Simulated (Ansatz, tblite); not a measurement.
Removing and adding an electron: Pb₅O₈H₆, a hydroxylated oxide cluster. Charge 0, multiplicity 1. Geometry: PBE-D4/def2-SVP. Ansatz, gas phase; energy differences of separate SCF runs; the oxidised species was run as a doublet alone; the reduced species was run as a doublet alone.

Cartesian coordinates in Å:
```
Pb 0.075 -0.160 0.222
Pb 2.172 -0.067 -2.389
Pb 1.013 3.120 -0.156
Pb -2.844 1.474 0.424
Pb -1.871 -1.326 -2.351
O 1.864 -1.966 -1.095
O -0.008 -0.230 -2.187
O 1.989 1.199 -0.557
O -0.842 2.009 -0.303
O 0.719 2.451 2.245
O -0.408 -3.099 -1.342
O -2.300 -0.551 -0.348
O -1.466 1.138 2.260
H 2.625 -2.381 -0.645
H 0.568 -2.707 -1.263
H -0.203 1.945 2.330
H 1.391 1.805 2.535
H -0.667 -3.326 -0.429
H -1.807 0.673 3.048
```

In the def2 sets Pb takes a core potential; there is no spin–orbit coupling. The xTB rows come from tblite. Single mean-field runs in def2-TZVP are fitted with def2-universal-jkfit. HOMO above LUMO, or a gap near zero within one spin, warns that the state may not be the lowest or that an electron is smeared out.

Estimate orbital energies and vertical ionisation energies and electron affinities at: GFN1-xTB; GFN2-xTB; PBE-D4/def2-TZVP; PBE0-D4/def2-TZVP; CAM-B3LYP-D4/def2-TZVP.


```json
{"level": "GFN1-xTB", "−HOMO (eV)": "8.74", "vertical IE (eV)": "11.14", "−LUMO (eV)": "3.71", "vertical EA (eV)": "1.55", "HOMO–LUMO gap (eV)": "5.03", "IE − EA (eV)": "9.59", "remarks": "–"}
{"level": "GFN2-xTB", "−HOMO (eV)": "8.60", "vertical IE (eV)": "11.00", "−LUMO (eV)": "4.27", "vertical EA (eV)": "2.27", "HOMO–LUMO gap (eV)": "4.32", "IE − EA (eV)": "8.74", "remarks": "–"}
{"level": "PBE-D4/def2-TZVP", "−HOMO (eV)": "4.79", "vertical IE (eV)": "6.84", "−LUMO (eV)": "1.53", "vertical EA (eV)": "0.00", "HOMO–LUMO gap (eV)": "3.27", "IE − EA (eV)": "6.84", "remarks": "HOMO above zero (-1 doublet), gap within one spin near zero (+1 doublet), gap within one spin near zero (-1 doublet)"}
{"level": "PBE0-D4/def2-TZVP", "−HOMO (eV)": "5.88", "vertical IE (eV)": "7.16", "−LUMO (eV)": "0.83", "vertical EA (eV)": "-0.24", "HOMO–LUMO gap (eV)": "5.05", "IE − EA (eV)": "7.41", "remarks": "HOMO above zero (-1 doublet)"}
{"level": "CAM-B3LYP-D4/def2-TZVP", "−HOMO (eV)": "7.11", "vertical IE (eV)": "7.43", "−LUMO (eV)": "0.04", "vertical EA (eV)": "-0.43", "HOMO–LUMO gap (eV)": "7.07", "IE − EA (eV)": "7.86", "remarks": "HOMO above zero (-1 doublet)"}
```

Relaxing the oxidised species (PBE-D4/def2-SVP) changes its energy by -0.46 eV at PBE-D4/def2-TZVP, so the adiabatic ionisation energy to this nearest minimum is 6.38 eV. At PBE0-D4/def2-TZVP it is 6.54 eV.     A HOMO above zero means that the electron is unbound at that level or that self-interaction error raises the level; the energy of removing that electron tells which. Raw xTB energy differences between charge states are shifted by several eV; the methods need an empirical correction for them. Sets without diffuse functions give affinities that are too small. A negative affinity means that the extra electron isn't bound; its size then hangs on the basis.
